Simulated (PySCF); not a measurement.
Computed IR spectrum (relative IR intensity) of a molecule C2H7BFNO. The structure is a stationary point at PBE-D3(BJ)/def2-SVP. Other conformers were not sampled. All values below come from PBE-D3(BJ)/def2-SVP in PySCF. Harmonic, unscaled wavenumbers; measured fundamentals usually lie a few per cent lower.

ν (cm⁻¹): 362 (vw), 407 (m), 438 (w), 565 (w), 632 (w), 911 (w), 975 (m), 1154 (w), 1302 (m), 1333 (vw), 1354 (w), 1384 (m), 1413 (vw), 1416 (w), 1435 (vw), 1552 (vs), 2941 (w), 2965 (w), 3056 (w), 3066 (w), 3537 (vw), 3771 (m) (against the strongest line: vs over 80 %, s over 45 %, m over 15 %, w over 4 %, vw less)

**Question.** Which molecule gave these data?
(A) CNB(F)OC
(B) CNB(O)CF
(C) CCNB(O)F
(D) CCOB(N)F

**Answer.** C, CCNB(O)F
